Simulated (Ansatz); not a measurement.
Input and output for BrH$_{2}$InO$_{2}$ (`[OH][In]([OH])[Br]`).

```yaml
crystal:
  periodic: [false, false, false]
  atoms:
    - {symbol: O, position_ang: [-1.068550, 1.306113, -0.506780]}
    - {symbol: In, position_ang: [-0.267668, -0.464965, -0.164058]}
    - {symbol: O, position_ang: [1.485561, -0.660731, 0.721059]}
    - {symbol: Br, position_ang: [-1.472485, -2.458034, -0.850356]}
    - {symbol: H, position_ang: [-0.513817, 2.030715, -0.206052]}
    - {symbol: H, position_ang: [1.878959, 0.182703, 0.959987]}
basis:
  gaussian: {orbitals: STO-3G, point_charges: [{charge: 0.50, position_ang: [5.489, -0.457, -0.889]}]}
hamiltonian: {xc: {name: PBE0}, dispersion: d3bjatm, pseudopotentials: {relativity: scalar}}
scf: {lower_state_search: off}
output: {forces: true}
```

```sh
$ ansatz run in.yaml --threads 4 --pin off --events-out ev --progress --plain --max-ram 10444MiB
```

It prints (some lines left out):

```
Functional definition: PBE0
717 factors; integrals over basis functions are off by at most 4.6e-5 eV
mean field evaluation 1: about -231307.5737 eV, gradient 3.0e1 eV
mean field evaluation 2: about -231302.9078 eV, gradient 4.9e1 eV
mean field evaluation 4: about -231311.3281 eV, gradient 1.2e0 eV
mean field evaluation 8: about -231311.3208 eV, gradient 3.8e-2 eV
mean field -231311.32077318 eV, -8500.5342499697 hartree, gradient 3.4e-6 eV, S^2 0.000000; 0 other end points of the search recorded, 0 dependent functions left out
reference -231311.32078855 eV, -8500.5342505347 hartree; 51, 51 occupied and 6, 6 virtual orbitals, 717 factors
Total energy: -231311.41942526 eV, -8500.5378753670 hartree
Relativity: scalar
Atom 0 at    -1.068550     1.306113    -0.506780 Å, force    -1.795127    -4.078966    -1.060204 eV/Å
Atom 1 at    -0.267668    -0.464965    -0.164058 Å, force     0.507532     1.230111     0.397913 eV/Å
Atom 2 at     1.485561    -0.660731     0.721059 Å, force    -2.430069    -3.419627    -1.551867 eV/Å
Atom 3 at    -1.472485    -2.458034    -0.850356 Å, force     0.627473     0.966657     0.334211 eV/Å
Atom 4 at    -0.513817     2.030715    -0.206052 Å, force     2.257491     2.149469     1.219181 eV/Å
Atom 5 at     1.878959     0.182703     0.959987 Å, force     0.829856     3.187616     0.653658 eV/Å
Dipole moment:     0.302568     0.598921     0.194972 e Å
Checks for a lower state left out: stability, starts, cluster_reference, orbital_swaps, neighbouring_geometries, increment
```

Hardware: 4 threads of an AMD EPYC 9R45 on a shared host. Wall time 0.35 s, peak host memory 0.38 GiB.
